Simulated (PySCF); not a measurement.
Cartesian coordinates (Å):
```xyz
4

O     -0.9994     0.3226    -0.1126
Al     0.6651     0.6628    -0.2460
H     -1.3843    -0.5022     0.1912
H      1.7185    -0.4832     0.1674
```
Charge 0, spin multiplicity 2.

Problem. Predict the dipole moment, total energy and highest occupied spin orbital from PySCF with TPSSh-D3(BJ)/def2-TZVP // B3LYP-D3(BJ)/def2-TZVP.

Solution. 
```json
{
 "dipole_moment": "0.87 D",
 "total_energy": "-8678.01 eV",
 "highest_occupied_spin_orbital": "-5.29 eV"
}
```
